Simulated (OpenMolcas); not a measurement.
**Ag4+ in a point-charge field**

Ag4+ among 4 point charges of -2.5 e arranged as a tetrahedron (Td), 1.83 Å from the ion.
```
   1.0566    1.0566    1.0566  -2.50
   1.0566   -1.0566   -1.0566  -2.50
  -1.0566    1.0566   -1.0566  -2.50
  -1.0566   -1.0566    1.0566  -2.50
```

```json
{
 "Program": "OpenMolcas",
 "Method": "SS-CASPT2, IPEA 0.25 Eh, imaginary shift 0.1 Eh (closed shells correlated: 4s 4p)",
 "Basis": "ANO-RCC-VTZP [7s6p4d2f1g]",
 "Scalar Hamiltonian": "DKH2, point nucleus",
 "Active space": "7 electrons in 5 orbitals (4d)",
 "State averaging": "2S+1 = 4 even, 10 roots; 2S+1 = 2 even, 40 roots",
 "Spin-orbit coupling": "RASSI with atomic mean-field integrals over the reference wave functions"
}
```

The lowest spin-free states (labels of Td), above the lowest:

```
State  Degeneracy  E (cm-1)  Free-ion L (%)
  4A2           1         0         F (100)
  4T2           3      2970         F (100)
  4T1           3      5530          F (99)
  4T1           3     16770          P (99)
   2E           2     17530          G (84)
  2T1           3     17890          G (83)
  2A1           1     18540         G (100)
  2T2           3     19420          G (96)
  2T1           3     22330          H (56)
  2T2           3     23100          H (83)
  2T1           3     24280          P (50)
   2E           2     24330          H (65)
  2T1           3     25970          H (84)
  2T2           3     26660          D (79)
   2E           2     29330          D (61)
  2A2           1     36010         F (100)
  2T2           3     36540          F (99)
  2T1           3     37290          F (99)
   2E           2     57180         D (100)
  2T2           3     57840          D (99)
```

The lowest levels with spin-orbit coupling:

```tsv
E (cm-1)	Degeneracy	Label	2S+1	g
0	4	Γ8	4	
2320	4	Γ8	4	
3060	2	Γ6	4	2.98 2.98 2.98
5250	4	Γ8	4	
5340	2	Γ7	4	3.87 3.87 3.87
5690	2	Γ6	4	1.02 1.02 1.02
7640	4	Γ8	4	
8900	2	Γ7	4	1.90 1.90 1.90
9790	4	Γ8	4	
17060	4	Γ8	4 (69 %)	
17350	4	Γ8	4 (89 %)	
17520	2	Γ7	4	2.63 2.63 2.63
17810	2	Γ6	2	3.56 3.56 3.56
18080	4	Γ8	2 (89 %)	
19640	2	Γ6	4 (87 %)	2.48 2.48 2.48
19990	4	Γ8	2	
21310	4	Γ8	2	
21970	2	Γ6	2	1.69 1.69 1.69
22730	2	Γ7	2	2.30 2.30 2.30
23900	4	Γ8	2
```

Electric-dipole absorption from the lowest level at this geometry, strongest bands:

```
E (cm-1)  λ (nm)  Label         f
    5250    1900     Γ8  1.07e-06
    5690    1760     Γ6  1.80e-06
   17060     586     Γ8  1.69e-06
   17350     576     Γ8  6.89e-06
   17520     571     Γ7  7.72e-06
   18080     553     Γ8  3.71e-06
   19640     509     Γ6  9.25e-06
   19990     500     Γ8  1.07e-06
   21310     469     Γ8  1.80e-06
   23900     418     Γ8  3.77e-06
```

Powder χT (cm3 K/mol): 3.89 at 2 K, 3.9 at 10 K, 3.93 at 50 K, 3.96 at 100 K, 4.03 at 200 K, 4.1 at 300 K. The effective moment at 300 K is 2.828 √(χT) = 5.73 μB.

The lowest level has 2S+1 = 4, for which the spin-only value is χT = S(S+1) / 2 = 1.875 cm3 K/mol (g = 2). The computed 4.101 at 300 K differs by +2.226, through orbital momentum, spin-orbit coupling and any other state in reach.

Roots that are degenerate in the reference are averaged as groups; the widest CASPT2 spread within a group is 270 cm-1 (the 3-fold group of multiplicity 4 near 2970 cm-1 above the lowest state of its run). Shifts and gaps below about the spread of the groups concerned are not significant. Spin-orbit coupling mixes the spin-free states strongly: the lowest level takes only 69 % from its leading state, 4A2. Free-ion shares, where given, are those of the reference states; single-state CASPT2 does not remix them. Point charges carry no covalency, so the field is a model and not that of real ligands. No measured value stands beside these numbers.

The CASPT2 steps took 14 s on 1 thread of Arm Neoverse V1 (shared host); the integral step is not counted.
